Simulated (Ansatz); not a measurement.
Reaction (redistribution): `[F][Al]([Br])[Br]` + `N[SiH2][SiH](O)F` → `[NH2][Al]([F])[Br]` + `O[SiH](F)[SiH2]Br`

Gas-phase electronic energies from Ansatz, PBE0-D4/def2-TZVP geometries. CCSD(T)/CBS adds triple-zeta CCSD(T) − MP2 to the extrapolated MP2 energy (def2 sets, frozen cores). Functionals use def2-TZVPP. B3LYP here is the variant with VWN-RPA as its local correlation; programs differ in this. For Br outer-core shells are correlated without core-valence functions, which leaves a few kJ/mol of doubt a bond. Scalar relativity is left out up to krypton. One conformer a species, not always the lowest.

```csv
level,ΔE (kJ/mol)
PBE-D4,2.2
B3LYP-D4,1.4
ωB97M-V,3.4
HF/def2-TZVPP,5.1
MP2/def2-TZVPP,3.4
SCS-MP2/def2-TZVPP,3.4
CCSD(T)/def2-TZVPP,4.2
HF/CBS(def2),4.9
```

(1) What does CCSD(T)/CBS give? (Estimate.)

Largest T1 diagnostic among the species: 0.012.

## Answers

(1) The calculation gave: +2.9 kJ/mol. The listed levels differ from it by -0.7, -1.5, 0.5, 2.2, 0.5, 0.5, 1.3, 2.0 kJ/mol.
